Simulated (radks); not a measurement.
Valence configurations of Ho II (all share [Xe]). Calculated with a radial shooting solver on a logarithmic mesh with Libxc functionals: Dirac Kohn-Sham, BLYP, spin-unpolarised, spherical densities, point nucleus; open shells are shared between the two j in proportion to 2j + 1. Energies are relative to 4f11 6s1; eigenvalues in eV.

valence                  E (eV)  e(4f5/2)  e(4f7/2)  e(5d3/2)  e(5d5/2)  e(6p1/2)
4f11 6s1                  0.000   -10.017    -9.039         -         -         -
4f10 5d1 6s1              5.023   -16.226   -15.183    -8.337    -7.993         -
4f9.5 5d1 6s1 6p0.5      11.009   -21.437   -20.360   -10.292    -9.876    -6.927
4f11.5 6s0.5              0.458    -6.673    -5.729         -         -         -
4f10.5 5d0.5 6s1          1.912   -13.002   -11.992    -7.626    -7.322         -
4f9 6s1 6p2              24.962   -30.981   -29.867         -         -    -8.782
4f10.5 6s1.5              1.011   -13.996   -12.984         -         -         -
4f9.5 5d1.5 6s0.5 6p0.5  11.438   -20.299   -19.223    -9.566    -9.172    -6.658
4f11 6p1                  3.607   -11.369   -10.390         -         -    -6.418
4f11 5d0.5 6s0.5          1.174    -9.218    -8.241    -6.395    -6.148         -

NIST lists [Xe] 4f11 6s1 as the ground configuration; this level of theory agrees among the configurations tried. The energies are those of spherical spin-averaged densities, not of single terms.
